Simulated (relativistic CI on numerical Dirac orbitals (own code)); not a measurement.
## Yb⁶⁸⁺: sensitivity of the levels to the model

Base calculation: Dirac-Coulomb-Breit CI, separate exchange-only KLI orbitals for each configuration, a model potential for QED, unscaled Slater integrals.

CI space: 1s², 1s2s, 1s2p, 1s3s, 1s3p, 1s3d, 1s4s, 1s4p, 1s4d, 1s4f, 1s5s, 1s5p, 1s5d, 1s5f, 1s5g, 1s6s, 1s6p, 1s6d, 2s². Levels of other configurations are missing.

Variants: (1) non-relativistic limit. Shifts of the energy above 1s² ¹S0, in eV, for the lowest level and the first level of each name with at least 55 % of one term (blank where a level changes its place among those of its configuration and J or its character, or is not in the variant):

```
    Level     Base     Δ(1)
  1s² ¹S0      0.0      0.0
 1s2s ³S1  52291.1  -3124.8
1s2p ³P°1  52398.6  -3161.4
 1s2s ¹S0  52427.3  -3179.1
1s2p ³P°0  52428.8  -3191.6
1s2p ³P°2  53624.1  -4386.9
1s2p ¹P°1  53671.3  -4370.8
 1s3s ³S1  62360.0  -4113.7
1s3p ³P°1  62388.7  -4122.7
 1s3s ¹S0  62396.2  -4128.3
1s3p ³P°0  62396.7  -4130.6
1s3p ³P°2  62753.5  -4487.5
 1s3d ³D2  62763.1  -4485.1
 1s3d ³D1  62766.6  -4488.6
```

At this charge energies of transitions that change n are usually good to better than 1 %, and those within a shell (Δn = 0) to a few per cent.

Ionisation energy from the two ground configurations alone: base 70119.1 eV. The NIST ASD value (theoretical) is 70123 eV.

LS names give the leading component of a level, which can be under half, so a name can repeat, a term be missing and a line seem to break the LS rules.
